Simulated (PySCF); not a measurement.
Compound: C7H9NS.
SMILES: `N#C[C@@H]1CC[C@H]1CC=S`

Torsions of this conformer, `[N:1]#[C:2][C@@H:3]1[CH2:4][CH2:5][C@H:6]1[CH2:7][CH:8]=[S:9]`: C5–C6–C7–C8 -67°, C6–C7–C8–S9 106°.

The closed-shell ground state was solved at several levels (PySCF, density fitting, gas phase, non-relativistic). One conformer (not necessarily the lowest) at the PBE0-D3(BJ)/def2-SVP geometry, without solvent, vibrations or thermal averaging.

```tsv
level	basis functions	total energy (Eh)	HOMO (eV)	LUMO (eV)	gap (eV)	dipole (D)
PBE0/def2-SVPD	259	-724.1739	-6.80	-2.56	4.24	2.08
wB97X-D/pcSseg-1	205	-724.8687	-8.67	-0.74	7.93	2.08
```

What might PBE0/pcSseg-1 (205 basis functions) give for the same quantities?

Total energy -724.4552 Eh, HOMO -6.77 eV, LUMO -2.50 eV, gap 4.27 eV, dipole 2.09 D.

Over all these levels, which gives the widest orbital gap and which the narrowest?

wB97X-D/pcSseg-1 (range-separated hybrid) has the widest, 7.93 eV, and PBE0/def2-SVPD (global hybrid, 25 % exact exchange) the narrowest, 4.24 eV. Functional and basis both differ between the two, so the spread mixes both effects.

How far do the dipole and the HOMO energy spread over the levels?

The dipole runs from 2.08 to 2.09 D (mean 2.09 D) and the HOMO from -8.67 to -6.77 eV.

Note: wB97X-D ran without an empirical dispersion term, which enters the total energy and its gradient alone.
